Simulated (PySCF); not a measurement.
## PbO⁺: frontier orbitals

PBE0 at R = 2.105 Å; PySCF, scalar-relativistic core potentials, basis sets Pb aug-cc-pVDZ-PP with ECP60, O aug-cc-pVDZ. State: ²Σ⁺ (doublet), unpaired electrons σ ↑, a second solution, started from another occupation. Only the outer orbitals are listed, counted within each symmetry, core potentials removing the inner ones.

| spin | orbital | occ. | ε (eV) | on Pb (%) | main shells (%) |
| --- | --- | --- | --- | --- | --- |
| α | 6σ | 1 | -21.22 | 80 | 80 Pb s, 16 O p |
| α | 7σ | 1 | -16.47 | 32 | 69 O p, 16 Pb s, 15 Pb p |
| α | 3π | 1 | -14.80 | 8 | 92 O p |
| α | 3π | 1 | -14.80 | 8 | 92 O p |
| α | 4π | 0 | -9.10 | 95 | 94 Pb p |
| α | 4π | 0 | -9.10 | 95 | 94 Pb p |
| α | 8σ | 0 | -6.79 | 104 | 94 Pb p |
| β | 5σ | 1 | -29.37 | 21 | 79 O s, 17 Pb d |
| β | 6σ | 1 | -20.47 | 94 | 93 Pb s |
| β | 3π | 1 | -13.92 | 13 | 87 O p, 12 Pb p |
| β | 3π | 1 | -13.92 | 13 | 87 O p, 12 Pb p |
| β | 7σ | 0 | -11.00 | 43 | 54 O p, 41 Pb p |
| β | 4π | 0 | -9.00 | 91 | 90 Pb p, 10 O p |
| β | 4π | 0 | -9.00 | 91 | 90 Pb p, 10 O p |

Task: Which are the highest filled and the lowest empty level, where do they sit, and how wide is the gap?

Result: Highest filled β 3π at -13.92 eV (in %: 87 O p, 12 Pb p); lowest empty β 7σ at -11.00 eV (in %: 54 O p, 41 Pb p); the gap at PBE0 is 2.92 eV.

- bond order (Mayer): 0.96
- ⟨S²⟩: 0.770
- charge on Pb (Mulliken, basis-dependent): 1.51
- charge on Pb (Löwdin, basis-dependent): 1.51
- dipole moment (positive dipole points towards O; it is taken about the centre of mass and depends on that origin): -3.92 D

Shares are Mulliken populations and can fall outside 0 to 100 %.

Spin–orbit coupling is left out, which matters for elements this heavy, above all for dissociation energies.
